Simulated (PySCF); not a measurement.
C7H5N.

```xyz
13

N      0.0000     0.0000     3.2020
C      0.0000     0.0000     2.0426
C      0.0000     0.0000     0.6098
C      0.0000    -1.2155    -0.0909
C      0.0000    -1.2090    -1.4815
C      0.0000     0.0000    -2.1771
C      0.0000     1.2090    -1.4815
C      0.0000     1.2155    -0.0909
H      0.0000    -2.1560     0.4630
H      0.0000    -2.1552    -2.0269
H      0.0000     0.0000    -3.2695
H      0.0000     2.1552    -2.0269
H      0.0000     2.1560     0.4630
```
Charge 0, spin multiplicity 1.

The structure is a stationary point at PBE0-D3(BJ)/def2-SVP.

These are PySCF with PBE0/pcSseg-1 values and carry that method's errors. Non-relativistic, no solvent.

Computed absolute GIAO shielding of each atom: isotropic value and principal components (ppm):
```csv
atom,σ(iso),σ11,σ22,σ33,span
N1,-54.5,-210.5,-189.1,236.2,446.7
C2,60.2,-63.8,-48.2,292.6,356.5
C3,66.1,-39.2,69.0,168.5,207.7
C4,45.0,-63.9,26.7,172.2,236.1
C5,50.1,-60.5,33.1,177.8,238.4
C6,46.9,-64.6,27.8,177.4,242.1
C7,50.1,-60.5,33.1,177.8,238.4
C8,45.0,-63.9,26.7,172.2,236.1
H9,23.5,20.1,22.9,27.5,7.4
H10,23.7,20.4,24.1,26.6,6.2
H11,23.6,20.5,23.9,26.4,5.9
H12,23.7,20.4,24.1,26.6,6.2
H13,23.5,20.1,22.9,27.5,7.4
```
